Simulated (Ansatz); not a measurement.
An input meant for Ti2S2 (charge 0, singlet).

```yaml
crystal:
  periodic: [false, false, false]
  atoms:
    - {symbol: Ti, position_ang: [-1.171091, -0.056145, 0.052176]}
    - {symbol: Ti, position_ang: [0.858852, 0.571068, -0.559986]}
    - {symbol: S, position_ang: [0.152871, 1.023840, 1.555150]}
    - {symbol: S, position_ang: [0.159368, -1.538763, -1.047340]}
basis:
  gaussian: {orbitals: def2-mTZVP}
magnetization: {spin_polarized: true, initial_magnetization: 8}
hamiltonian: {xc: {name: B3LYP}}
scf: {lower_state_search: off}
output: {forces: true}
```

```sh
$ ansatz run in.yaml --threads 4 --pin off --events-out ev --progress --plain --max-ram 4787MiB
```

Shortened log:

```
Functional definition: B3LYP
1062 factors; integrals over basis functions are off by at most 2.1e-4 eV
mean field evaluation 1: about -67881.0076 eV, gradient 6.0e1 eV
mean field evaluation 2: about -67807.6709 eV, gradient 1.3e2 eV
mean field evaluation 4: about -67896.2055 eV, gradient 5.3e0 eV
mean field evaluation 8: about -67896.5859 eV, gradient 8.4e-1 eV
mean field evaluation 16: about -67896.8130 eV, gradient 1.2e-1 eV
mean field evaluation 32: about -67897.1523 eV, gradient 1.5e-2 eV
mean field -67897.15235597 eV, -2495.1743267389 hartree, gradient 6.2e-6 eV, S^2 20.008261; 0 other end points of the search recorded, 0 dependent functions left out
reference -67897.15257529 eV, -2495.1743347990 hartree; 42, 34 occupied and 68, 76 virtual orbitals, 1062 factors
Total energy: -67897.15257529 eV, -2495.1743347990 hartree
Atom 0 at    -1.171091    -0.056145     0.052176 Å, force    -6.293760    -0.596477     0.573859 eV/Å
Atom 1 at     0.858852     0.571068    -0.559986 Å, force     4.918411     2.864604    -2.810657 eV/Å
Atom 2 at     0.152871     1.023840     1.555150 Å, force     0.677958     2.188899     4.493878 eV/Å
Atom 3 at     0.159368    -1.538763    -1.047340 Å, force     0.697391    -4.457026    -2.257080 eV/Å
Dipole moment:     0.001196    -0.001972     0.001944 e Å
Checks for a lower state left out: stability, starts, cluster_reference, orbital_swaps, neighbouring_geometries, increment
```

(1) What is wrong with this run?

## Answers

(1) The spin is set far too high (8 unpaired electrons typed, 0 in the singlet as meant). The calculation finished and met its thresholds. The result belongs to that input, not to the species as meant.
